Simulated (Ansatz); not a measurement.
C2H5AlClN (`[CH3][AlH][C](=N)Cl`), 10 atoms. Total charge 0; spin multiplicity 1. All runs use 4 threads of an INTEL XEON PLATINUM 8581C on a shared host. Correlated methods freeze the cores.

Question: Give the basis size and wall time and peak host memory of each of these runs in Ansatz. RHF-MP2/def2-QZVPP energy; RHF-CCSD(T)/def2-TZVPP energy; RKS HSE06 (plane-wave form)-D4/def2-TZVPP energy; RKS PBE0-D4/def2-QZVPP energy; RKS r2SCAN0-D4/def2-TZVPP energy; RKS SPW92 (LDA)/def2-TZVPP energy; RKS PBE0-D4/def2-TZVP relaxation (7 steps); RKS PBE0-D4/def2-SVP energy; RKS PBE0-D4/def2-TZVP frequencies; RHF-CCSD(T)/def2-SVP energy; RKS ωB97M-V/def2-QZVPP energy; RKS ωB97M-V/def2-SVP energy. (Best estimate.)

Answer: Ansatz gave: Other jobs shared the machine, so times are rough.

| level | job | functions | wall time | peak host memory (GiB) |
| --- | --- | --- | --- | --- |
| RKS PBE0-D4/def2-SVP | energy | 103 | 0.55 s | 0.21 |
| RKS SPW92 (LDA)/def2-TZVPP | energy | 247 | 0.7 s | 0.32 |
| RKS HSE06 (plane-wave form)-D4/def2-TZVPP | energy | 247 | 1.6 s | 0.66 |
| RHF-CCSD(T)/def2-SVP | energy | 103 | 1.7 s | 0.43 |
| RKS ωB97M-V/def2-SVP | energy | 103 | 1.9 s | 0.32 |
| RKS r2SCAN0-D4/def2-TZVPP | energy | 247 | 2.2 s | 0.65 |
| RKS PBE0-D4/def2-QZVPP | energy | 461 | 4.2 s | 1.6 |
| RKS ωB97M-V/def2-QZVPP | energy | 461 | 8.5 s | 2 |
| RHF-MP2/def2-QZVPP | energy | 461 | 11 s | 2.5 |
| RKS PBE0-D4/def2-TZVP | relaxation (7 steps) | 197 | 13 s | 0.52 |
| RHF-CCSD(T)/def2-TZVPP | energy | 247 | 42 s | 4.9 |
| RKS PBE0-D4/def2-TZVP | frequencies | 197 | 73 s | 0.52 |
